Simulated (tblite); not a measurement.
Here is a computed GFN2-xTB geometry (Å):
```
atom  x, y, z in Å
C1    -1.6662    0.4449   -2.1885
Si2   -0.9676   -0.2702   -0.5632
Si3   -2.6444   -0.9581    0.8797
C4     0.0956    1.1226    0.2208
Si5    0.9487    0.6818    1.8505
S6     2.1360   -1.1045    1.6462
Si7    3.4420   -0.6748    0.0073
H8    -2.3087    1.3009   -2.0009
H9    -0.8785    0.7687   -2.8636
H10   -2.2604   -0.2972   -2.7131
H11   -0.0425   -1.3514   -0.9566
H12   -3.7762   -1.5555    0.1617
H13   -2.1888   -1.9544    1.8496
H14   -3.2069    0.1546    1.6574
H15    0.8500    1.4443   -0.4994
H16   -0.5385    1.9913    0.4005
H17    0.0069    0.3124    2.8977
H18    1.8541    1.7489    2.2824
H19    4.4365   -1.7302    0.0723
H20    2.6759   -0.7055   -1.2333
H21    4.0242    0.6485    0.2039
```

Charge 0, singlet.

Q: Which heavy atoms are bonded, and with what formal order?

A: C1–Si2 1.91 Å (single); Si2–Si3 2.32 Å (single); Si2–C4 1.92 Å (single); C4–Si5 1.89 Å (single); Si5–S6 2.15 Å (single); S6–Si7 2.14 Å (single). Bonds to hydrogen (Å): C1–H8 1.09; C1–H9 1.09; C1–H10 1.09; Si2–H11 1.48; Si3–H12 1.47; Si3–H13 1.46; Si3–H14 1.47; C4–H15 1.09; C4–H16 1.09; Si5–H17 1.46; Si5–H18 1.46; Si7–H19 1.45; Si7–H20 1.46; Si7–H21 1.46.

Q: Write the SMILES.

A: `C[Si@H]([SiH3])C[SiH2]S[SiH3]`, C2H14SSi4. Among its features: Si–H bond and C–Si bond.

Q: Name the point group.

A: C1 (no symmetry element, even within 0.4 Å).

Q: Describe the place of each heavy atom.

A: C1: Si-methyl carbon; Si2: SiH silicon; Si3: SiH3 silicon; C4: sp3 carbon bound to silicon; Si5: SiH2 silicon; S6: sulfur bonded to 2 Si; Si7: SiH3 silicon.

Q: What is the arrangement about Si7?

A: It has 4 neighbours (S6, H19, H20, H21) and is distorted tetrahedral (angles from 103.8° to 112.5°).

Q: What is the arrangement about C1?

A: It has 4 neighbours (Si2, H8, H9, H10) and is tetrahedral (angles from 107.4° to 112.0°).
